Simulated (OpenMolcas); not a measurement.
**Computed levels of O I**

```yaml
Program: OpenMolcas 26.06
Method: CASSCF
Basis: ANO-RCC-VTZP [4s3p2d1f]
Scalar_Hamiltonian: DKH2, point nucleus
Active_space: 4 electrons in 3 orbitals (2p)
State_averaging: 2S+1 = 3 even, 3 roots; 2S+1 = 1 even, 6 roots
Spin-orbit_coupling: RASSI with atomic mean-field integrals over the reference wave functions, term energies averaged over their components
```

Spin-free terms above the lowest, with the occupations of the reference:

```tsv
Configuration	Term	E (cm⁻¹)	Occupations
2s² 2p⁴	³P	0.0	2p 4.00
2s² 2p⁴	¹D	17628	2p 4.00
2s² 2p⁴	¹S	43807	2p 4.00
```

With spin-orbit coupling, above the lowest level:

```json
{"Configuration": "2s² 2p⁴", "Term": "³P", "J": "2", "E (cm⁻¹)": "0.0", "Measured (cm⁻¹)": "0.0", "g": "1.501", "Term weight %": "100"}
{"Configuration": "2s² 2p⁴", "Term": "³P", "J": "1", "E (cm⁻¹)": "149", "Measured (cm⁻¹)": "158", "g": "1.501", "Term weight %": "100"}
{"Configuration": "2s² 2p⁴", "Term": "³P", "J": "0", "E (cm⁻¹)": "223", "Measured (cm⁻¹)": "227", "g": "", "Term weight %": "100"}
{"Configuration": "2s² 2p⁴", "Term": "¹D", "J": "2", "E (cm⁻¹)": "17703", "Measured (cm⁻¹)": "15868", "g": "1.000", "Term weight %": "100"}
{"Configuration": "2s² 2p⁴", "Term": "¹S", "J": "0", "E (cm⁻¹)": "43883", "Measured (cm⁻¹)": "33793", "g": "", "Term weight %": "100"}
```

Against the 4 measured excited levels shown (NIST Handbook of Basic Atomic Spectroscopic Data) the mean absolute deviation is 3000 cm-1; the largest miss in energy is 2s² 2p⁴ ¹S₀: computed 43883, measured 33793 cm⁻¹ (+29.9 %).

Spin-orbit coupling puts the lowest level 74.9 cm⁻¹ below the lowest spin-free term.

For ³P the intervals divided by the larger J are -73.3, -74.6 cm-1. Landé's interval rule makes them equal in pure LS coupling; they differ by 2 % of their mean. The multiplet is inverted.

Without dynamic correlation excited terms often stand tens of per cent too high (terms of higher spin than the ground term too low), and those without a measured partner can miss by more than the paired ones. With the s shell closed, the reference lacks s² → p² mixing. Measured partners are found by configuration, term and J. A level has none where our copy of the source lacks it or the pairing is in doubt (some pairs that miss far off the trend of their configuration count as doubtful), and it then counts in no deviation. Levels of configurations outside the active space are missing.

The term weight is that of the spin-free term in the level, not the purity of its configuration.
